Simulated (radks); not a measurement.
Coulomb parameter of the 4d shell of the ruthenium ion Ru3+ in the model configuration [Kr] 4d4 5s1, as a second difference U = [E(n + 0.25) + E(n - 0.25) - 2 E(n)] / (0.25)^2 with all orbitals relaxed. "Bare": the charge of the atom changes with n. "Screened": the 5s shell takes up the change at fixed total charge, which measures U(4d,4d) + U(5s,5s) - 2 U(4d,5s). Method: scalar-relativistic Kohn-Sham, r2SCAN, spin-unpolarised, spherical densities, finite nucleus; meta-GGA in the generalised Kohn-Sham scheme; Fermi nuclear charge, rms radius 4.4809 fm; computed with a radial shooting solver on a logarithmic mesh with Libxc functionals.

| case | configuration | E - E(n) (eV) |
|---|---|---|
| start | [Kr] 4d4 5s1 | 0.000 |
| bare +0.25 | [Kr] 4d4.25 5s1 | -9.867 |
| bare -0.25 | [Kr] 4d3.75 5s1 | 10.754 |
| screened +0.25 | [Kr] 4d4.25 5s0.75 | -2.703 |
| screened -0.25 | [Kr] 4d3.75 5s1.25 | 2.795 |

U(bare) = 14.197 eV, U(screened by 5s) = 1.479 eV, against the Slater integral F0(4d,4d) = 17.633 eV with frozen orbitals.
